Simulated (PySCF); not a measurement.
Gas-phase reaction: 2 GeF3 + 2 O2 ⇌ 2 GeO2 + 3 F2

Energies from PySCF, thermal terms from the rigid-rotor harmonic-oscillator model, ideal gas at 1 bar. † marks an energy on the PBE0/def2-TZVP geometry and frequencies; other levels use their own. CCSD(T) freezes the core. Open shells (unrestricted): GeF3 (multiplicity 2), O2 (multiplicity 3); the rest are closed-shell singlets. Ge: all electrons, no relativistic terms. GeF3, GeO2: computed as isolated molecules; such fragments, hydroxides, amides, oligomers or adducts are transient or little studied in the gas. CCSD(T) isn't extrapolated to the basis-set limit; its ΔH°(298 K) is 1370.6 kJ in def2-SVP and 1332.0 kJ in def2-TZVPP. The harmonic model lacks anharmonicity and excited electronic states, which grow with temperature; levels with a mode under 35 cm⁻¹ are left out. Warning, large T1 diagnostic: GeO2 (CCSD(T)/def2-TZVPP†).

```tsv
level	ΔE electronic, kJ	ΔH°(298 K), kJ	ΔS°(298 K), J/K	ΔG°(1200 K), kJ
BLYP/def2-TZVP†	1260	1257	85	1158
CCSD(T)/def2-TZVPP†	1335	1332	85	1233
PBE0/def2-TZVP	1429	1426	85	1328
LDA/def2-TZVP†	1309	1306	85	1207
ωB97M-V/def2-TZVP†	1409	1406	85	1308
```
ΔH° is lowest at BLYP/def2-TZVP† and highest at PBE0/def2-TZVP. No reference value is set beside these.
